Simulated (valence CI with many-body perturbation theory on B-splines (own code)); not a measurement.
Values are calculated unless marked as measured or tabulated.
# Sn42+: magnetic and hyperfine properties of the levels

Method: valence CI with perturbative core correlation (CI+MBPT): six valence electrons over a frozen Dirac-Fock core [He], radial functions for each j: 9 s, 9 p, 8 d, 6 f, 3 g, 1 h, with the one-electron correlation potential Σ1, the two-electron term Σ2, the three-electron term Σ3, Breit, model QED; selected CI, second order for the rest, scaled by the run's own slope (own B-spline code, finite nucleus).

The last digits are not significant, and no measured levels were compared; by estimate large intervals hold to a few tenths of a per cent, small ones and those within an open d or f shell to about a per cent. Among the levels kept, up to 2200 cm⁻¹ of a level comes from second order outside the variational space, and about a tenth of that is noise between levels of different J, which matters for small intervals.

A/g_I is the dipole constant over the nuclear g factor μ/I (μ in nuclear magnetons, uniformly magnetised nucleus), B/Q the quadrupole constant per barn. Both hold the static response of the core; the bare values leave it out. Large factors of s and p1/2 electrons are usually good to 5 to 10 %; those of open d and f shells near neutrality can be off by tens of per cent, and small factors of p3/2, d and f electrons come from cancelling terms and can be off by a factor of two or in sign, in half-filled shells by more. B is blank for J = 1/2, where it vanishes, and for nearly pure S terms. Energies count from the lowest level. Levels with J = 0 are left out.

Levels are named by their leading jj configuration (3d3/2^4 stands for four electrons in 3d with j = 3/2), which in mixed levels can hold well under half, so a name can repeat and another be missing. Letters in brackets count levels of one name in rising energy.

```tsv
Level	E (Ry)	g	A/g_I (MHz)	A/g_I bare	B/Q (MHz/b)	B/Q bare
(2s^2 2p1/2^2 2p3/2^2) J=2	0.00	1.342	224000	231000	66100	66300
(2s^2 2p1/2 2p3/2^3) J=1	17.36	1.487	-78700	-67800	-216000	-217000
(2s^2 2p1/2 2p3/2^3) J=2	18.52	1.127	540000	542000	-501000	-502000
(2s 2p1/2^2 2p3/2^3) J=2	34.63	1.485	1300000	1290000	-431000	-432000
(2s 2p1/2^2 2p3/2^3) J=1	38.08	1.233	-773000	-744000	-99600	-99900
(2s 2p1/2 2p3/2^4) J=1	54.78	1.234	2920000	2880000	-114000	-114000
(2s^2 2p1/2^2 2p3/2 3s) J=2	277.01	1.540	476000	479000	395000	396000
(2s^2 2p1/2^2 2p3/2 3s) J=1	277.46	1.205	-37100	-24100	209000	209000
(2s^2 2p1/2^2 2p3/2 3p1/2) J=1	282.05	1.524	172000	183000	196000	196000
(2s^2 2p1/2^2 2p3/2 3p1/2) J=2	282.19	1.219	264000	270000	380000	380000
(2s^2 2p1/2^2 2p3/2 3p3/2) J=3	287.04	1.357	139000	145000	502000	503000
(2s^2 2p1/2^2 2p3/2 3p3/2) J=1	287.05	1.397	138000	143000	-197000	-197000
(2s^2 2p1/2^2 2p3/2 3p3/2) J=2	288.27	1.326	145000	150000	32200	32200
(2s^2 2p1/2^2 2p3/2 3d3/2) J=2	292.61	1.042	126000	130000	-3600	-3580
(2s^2 2p1/2^2 2p3/2 3d3/2) J=3	292.95	1.144	122000	126000	355000	356000
(2s^2 2p1/2^2 2p3/2 3d3/2) J=1	293.13	1.151	121000	125000	-161000	-161000
(2s^2 2p1/2 2p3/2^2 3s) J=2 [a]	293.41	1.563	282000	286000	78000	78200
(2s^2 2p1/2 2p3/2^2 3s) J=1 [a]	293.97	1.301	-329000	-313000	29400	29400
(2s^2 2p1/2^2 2p3/2 3d5/2) J=4	294.06	1.267	88600	91700	395000	396000
(2s^2 2p1/2^2 2p3/2 3d5/2) J=2	294.59	1.266	45700	47100	-250000	-251000
(2s^2 2p1/2 2p3/2^2 3s) J=3	294.71	1.289	503000	504000	4080	4130
(2s^2 2p1/2 2p3/2^2 3s) J=2 [b]	295.30	1.052	361000	367000	-32900	-33000
(2s^2 2p1/2^2 2p3/2 3d5/2) J=3	295.61	1.209	188000	190000	-23400	-23300
(2s^2 2p1/2^2 2p3/2 3d5/2) J=1	295.79	1.021	-73400	-79400	35300	35500
(2s^2 2p1/2 2p3/2^2 3s) J=1 [b]	297.17	1.304	1300000	1290000	-10500	-10600
(2s^2 2p1/2 2p3/2^2 3p1/2) J=1 [a]	298.39	1.637	-115000	-102000	36600	36600
(2s^2 2p1/2 2p3/2^2 3p1/2) J=2 [a]	298.89	1.211	256000	261000	13700	13700
(2s^2 2p1/2 2p3/2^2 3p1/2) J=3	299.95	1.106	469000	472000	-13300	-13300
(2s^2 2p1/2 2p3/2^2 3p1/2) J=2 [b]	301.47	1.331	333000	339000	50000	50000
(2s^2 2p1/2 2p3/2^2 3p1/2) J=1 [b]	301.82	0.666	941000	935000	-4840	-4850
(2s^2 2p1/2 2p3/2^2 3p3/2) J=3 [a]	303.34	1.388	46200	51900	218000	218000
(2s^2 2p1/2 2p3/2^2 3p3/2) J=2 [a]	303.46	1.413	-31400	-24300	36500	36500
```

Question: Take the isotope of mass number 117, with I = 1/2, μ = -0.9995 μN. What is the hyperfine structure of (2s^2 2p1/2^2 2p3/2^2) J=2?

Answer: From the table A = -447000 MHz. Shifts from the centre of gravity in MHz: F = 3/2: 670000, F = 5/2: -447000.
